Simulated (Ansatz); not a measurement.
Ansatz (a quantum-chemistry and plane-wave program) input:
A basis named .json is the Basis Set Exchange file of that set.

Ansatz 0.2 input:
```yaml
crystal:
  periodic: [false, false, false]
  atoms:
    - {symbol: C, position_ang: [1.07587576, -0.40111956, -0.01394743]}
    - {symbol: N, position_ang: [-0.12323406, 0.39743201, 0.15570559]}
    - {symbol: C, position_ang: [-1.27255696, 0.10626332, -0.14493224]}
    - {symbol: H, position_ang: [1.78042377, 0.15176806, -0.63619520]}
    - {symbol: H, position_ang: [1.53992040, -0.54887034, 0.96180725]}
    - {symbol: H, position_ang: [0.86391878, -1.37062762, -0.47092479]}
    - {symbol: H, position_ang: [-2.14153733, 0.75484330, 0.00865159]}
basis:
  gaussian:
    orbitals: aug-cc-pVQZ
    fitting: {mean_field: def2-universal-jkfit, correlation: aug-cc-pVQZ-RIFIT.json}
magnetization: {spin_polarized: true, initial_magnetization: 1}
correlation: {method: mp2, electrons: outside_noble_gas}
```

**Question.** Predict the final energy.

**Answer.** -133.03460 Eh (RI-MP2/aug-cc-pVQZ). The basis has 424 functions.

It need not be the lowest isomer of its formula.
